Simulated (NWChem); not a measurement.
Molecule: BeCl2; SMILES [Cl][Be][Cl]

```xyz
3

Be     0.0000     0.0000     0.0000
Cl     0.0000     0.0000     1.8137
Cl     0.0000     0.0000    -1.8137
```
Atoms are numbered in this order, from 1.

Results from NWChem. Pople sets run with spherical d functions. Structure relaxed at the PBE-D3(BJ)/def2-SVP level. GIAO values for the isolated, static molecule; σ is the absolute isotropic shielding.

```json
[
 {"level": "B3LYP/6-31G*", "basis functions": "50", "σ Be1 (ppm)": "[?]", "σ Cl2 (ppm)": "[?]"},
 {"level": "B3LYP/6-311G**", "basis functions": "70", "σ Be1 (ppm)": "94.2", "σ Cl2 (ppm)": "957.4"},
 {"level": "B3LYP/def2-SVP", "basis functions": "45", "σ Be1 (ppm)": "103.7", "σ Cl2 (ppm)": "954.1"},
 {"level": "B3LYP/def2-TZVP", "basis functions": "93", "σ Be1 (ppm)": "99.1", "σ Cl2 (ppm)": "958.8"},
 {"level": "B3LYP/pcSseg-2", "basis functions": "107", "σ Be1 (ppm)": "92.4", "σ Cl2 (ppm)": "961.6"}
]
```

Problem. What belongs in the gaps?

Solution. 
- B3LYP/6-31G*, σ Be1 (ppm): 101.9
- B3LYP/6-31G*, σ Cl2 (ppm): 988.2
